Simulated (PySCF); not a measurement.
**Magnetisability: SMILES [AsH2]CC1COC1, C4H9AsO**

Molfile (atoms numbered from 1):
```
C4H9AsO
     RDKit          3D

 15 15  0  0  0  0  0  0  0  0999 V2000
    2.2939   -0.4827    0.8354 As  0  0  0  0  0  3  0  0  0  0  0  0
    0.8628    0.6457    0.0326 C   0  0  0  0  0  0  0  0  0  0  0  0
   -0.3091   -0.2035   -0.4144 C   0  0  0  0  0  0  0  0  0  0  0  0
   -1.1024   -0.8906    0.7046 C   0  0  0  0  0  0  0  0  0  0  0  0
   -2.2866   -0.1697    0.3629 O   0  0  0  0  0  0  0  0  0  0  0  0
   -1.6307    0.5278   -0.6973 C   0  0  0  0  0  0  0  0  0  0  0  0
    2.7659   -1.0156   -0.4896 H   0  0  0  0  0  0  0  0  0  0  0  0
    3.3329    0.6008    0.7443 H   0  0  0  0  0  0  0  0  0  0  0  0
    1.2559    1.2145   -0.8142 H   0  0  0  0  0  0  0  0  0  0  0  0
    0.5283    1.3596    0.7913 H   0  0  0  0  0  0  0  0  0  0  0  0
   -0.0068   -0.8812   -1.2166 H   0  0  0  0  0  0  0  0  0  0  0  0
   -1.2391   -1.9718    0.6066 H   0  0  0  0  0  0  0  0  0  0  0  0
   -0.7605   -0.6554    1.7204 H   0  0  0  0  0  0  0  0  0  0  0  0
   -1.6135    1.6081   -0.5221 H   0  0  0  0  0  0  0  0  0  0  0  0
   -2.0953    0.3219   -1.6659 H   0  0  0  0  0  0  0  0  0  0  0  0
  1  2  1  0
  2  3  1  0
  3  4  1  0
  4  5  1  0
  5  6  1  0
  6  3  1  0
  1  7  1  0
  1  8  1  0
  2  9  1  0
  2 10  1  0
  3 11  1  0
  4 12  1  0
  4 13  1  0
  6 14  1  0
  6 15  1  0
M  END
```

Method: GIAO PBE/pcSseg-1 magnetisability, rotational g tensor and spin-rotation constants, non-relativistic, gas phase (PySCF 2.14.0). Geometry: GFN2-xTB.

The calculation is non-relativistic, which matters for the atoms heavier than Zn.

Task: How diamagnetic is it, and how anisotropic?

Result: Isotropic -1225 × 10⁻³⁰ J/T², or -73.8 × 10⁻⁶ cm³/mol; principal values -1365, -1249, -1060 × 10⁻³⁰ J/T², anisotropy 267 × 10⁻³⁰ J/T² (root of half the summed squared differences of the principal values). The susceptibility is in cgs units.

Task: Split it along the inertial axes a, b, c into diamagnetic and paramagnetic parts about the centre of mass, with the quadrupole moment.

Result: 
```tsv
axis	χ (10⁻⁶ cm³/mol)	diamagnetic (10⁻⁶ cm³/mol)	paramagnetic (10⁻⁶ cm³/mol)	summed x² of all electrons (Å²)	quadrupole Θ (D Å)
a	-80.6	-283.0	202.4	268.9	-8.89
b	-75.2	-1235.2	1160.0	44.4	+3.88
c	-65.5	-1329.0	1263.5	22.3	+5.00
```
Anisotropies 2χaa − χbb − χcc = -20.5 and 2χbb − χaa − χcc = -4.2 × 10⁻⁶ cm³/mol. Θ is traceless in Buckingham's convention.

Task: And the rotational g tensor?

Result: 
```tsv
axis	rotational constant (GHz)	g	nuclear part	electronic part
a	7.4371	-0.0261	0.6812	-0.7073
b	0.9750	-0.0093	0.5220	-0.5313
c	0.9077	-0.0131	0.5257	-0.5388
```
Asymmetric top; isotopes 75As, 12C, 1H, 16O; no vibrational averaging.
